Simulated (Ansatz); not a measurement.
A run for Ansatz (an electronic-structure program): U-CCSD(T)/def2-SVP on HISn (SMILES [SnH][I]), a point of a bond scan (R = 1.427 Å). Elements past Kr take the def2 small-core potentials; no spin–orbit coupling. The run froze 18 orbitals, filled d shells among them.

Ansatz 0.2 input:
```yaml
crystal:
  periodic: [false, false, false]
  atoms:
    - {symbol: Sn, position_ang: [0.45232825, 0.91499533, 0.96539677]}
    - {symbol: H, position_ang: [0.67469607, 1.92449709, -0.01764736]}
    - {symbol: I, position_ang: [-0.44050378, -0.90427621, -0.90578170]}
basis:
  gaussian:
    orbitals: def2-SVP
correlation: {method: ccsd_t, electrons: outside_noble_gas}
scf: {omitted_lower_state_checks: [cluster_reference]}
magnetization: {spin_polarized: true, initial_magnetization: 0}
```

It printed:

```
WARN ansatz: RAYON_NUM_THREADS=1 ignored (pool sized by the plan → 1); use --threads N
Functional definition: HF
these checks for a lower state are left out or cut short: cluster_reference
integrals: 0.05 GiB planned
729 factors; integrals over basis functions are off by at most 4.2e-4 eV
mean field: 0.24 GiB planned
mean field evaluation 1: about -13892.8846 eV, gradient 7.7e0 eV
mean field evaluation 2: about -13892.9421 eV, gradient 7.8e0 eV
mean field evaluation 4: about -13893.5253 eV, gradient 7.6e-1 eV
mean field evaluation 8: about -13893.5360 eV, gradient 3.2e-3 eV
mean field evaluation 16: about -13893.5331 eV, gradient 3.5e-1 eV
mean field evaluation 32: about -13893.5306 eV, gradient 6.5e-1 eV
mean field -13893.53856664 eV, -510.5781249454 hartree, gradient 8.7e-6 eV, S^2 0.076414; 4 other end points of the search recorded, 0 dependent functions left out
18 core orbitals not correlated
reference -13893.53856664 eV, -510.5781249454 hartree; 6, 6 occupied and 33, 33 virtual orbitals, 729 factors
second order -4.33172263 eV of doubles, -0.00000000 eV of singles
coupled cluster: 0.12 GiB planned
cycle   1  -4.80721375 eV  change   -4.8e-1 eV  update   7.3e-2
cycle   2  -4.98712341 eV  change   -1.8e-1 eV  update   3.3e-2
cycle   3  -5.03382976 eV  change   -4.7e-2 eV  update   2.2e-2
cycle   4  -5.04034668 eV  change   -6.5e-3 eV  update   1.5e-2
cycle   5  -5.05045565 eV  change   -1.0e-2 eV  update   9.2e-3
cycle   6  -5.05592357 eV  change   -5.5e-3 eV  update   4.3e-3
cycle   7  -5.05718996 eV  change   -1.3e-3 eV  update   1.8e-3
cycle   8  -5.05784930 eV  change   -6.6e-4 eV  update   6.8e-4
cycle   9  -5.05775842 eV  change    9.1e-5 eV  update   2.6e-4
cycle  10  -5.05777943 eV  change   -2.1e-5 eV  update   8.9e-5
cycle  11  -5.05779774 eV  change   -1.8e-5 eV  update   4.0e-5
cycle  12  -5.05779816 eV  change   -4.2e-7 eV  update   1.4e-5
coupled cluster: 0.12 GiB planned
perturbative correction -0.12344000 eV, -0.0045363363 hartree
Total energy: -13898.71980480 eV, -510.7685319358 hartree
Checks for a lower state left out: cluster_reference
```

The run converged.

Cost: very roughly 2.8 core-seconds.
